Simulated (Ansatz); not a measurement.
`CB(C)S` + H₂ → `CBS` + CH₄ at 400 K and 1 bar (hydrogenolysis of a B–C bond).

Program: Ansatz. Geometries: PBE0-D4/def2-TZVP. ΔE: electronic, gas phase. CCSD(T)/CBS adds triple-zeta CCSD(T) − MP2 to the extrapolated MP2 energy (def2 sets, frozen cores). This one scheme is used for every species. Each species was taken in one conformer, which may not be the lowest.

| species | CCSD(T)/CBS energy (Eh) | H − E (kJ/mol) | S (J/(mol·K)) |
| --- | --- | --- | --- |
| `CB(C)S` | -502.93918 | 259.5 | 360.5 |
| H₂ | -1.17544 | 38.0 | 139.0 |
| `CBS` | -463.66090 | 177.9 | 309.0 |
| CH₄ | -40.46206 | 131.3 | 197.2 |

H − E and S are ideal-gas, rigid-rotor, harmonic terms from PBE0-D4/def2-TZVP, for one conformer and one mirror image of each species. For small species the MP2-based limit differs from directly extrapolated CCSD(T) by up to some mEh (0.8 for H₂); such offsets cancel only in part. 1 Eh = 2625.50 kJ/mol, R = 8.31446 J/(mol·K).

Task: By hand: ΔE, ΔH, ΔS and ΔG.

Result: ΔE = (-463.66090) + (-40.46206) − (-502.93918) − (-1.17544) = -0.00834 Eh = -21.9 kJ/mol. Δ(H − E) = 177.9 + 131.3 − 259.5 − 38.0 = 11.7, so ΔH = -10.2 kJ/mol. ΔS = 309.0 + 197.2 − 360.5 − 139.0 = 6.7 J/(mol·K). ΔG = -10.2 − 400 × (6.7)/1000 = -12.9 kJ/mol.

Task: By hand: the equilibrium constant, and the temperature at which ΔG would vanish if ΔH and ΔS stayed fixed.

Result: log₁₀ K = −ΔG/(RT ln 10) = 1.7. ΔH and −TΔS have one sign here, so there is no such temperature.

The number of gas molecules stays the same, so ΔS is small and ΔH decides. A doubt of 5 kJ/mol in ΔE shifts log₁₀ K by 0.7 here. Other conformers and mirror images would add mixing entropy, several J/(mol·K) or more a flexible species. These are equilibria of isolated gas molecules and say nothing of rates. Largest T1 diagnostic: 0.013 (customary marks: 0.02 for closed shells, 0.045 for open ones).

ΔS is within the doubt of such terms, so its sign, and with it that verdict, could turn.
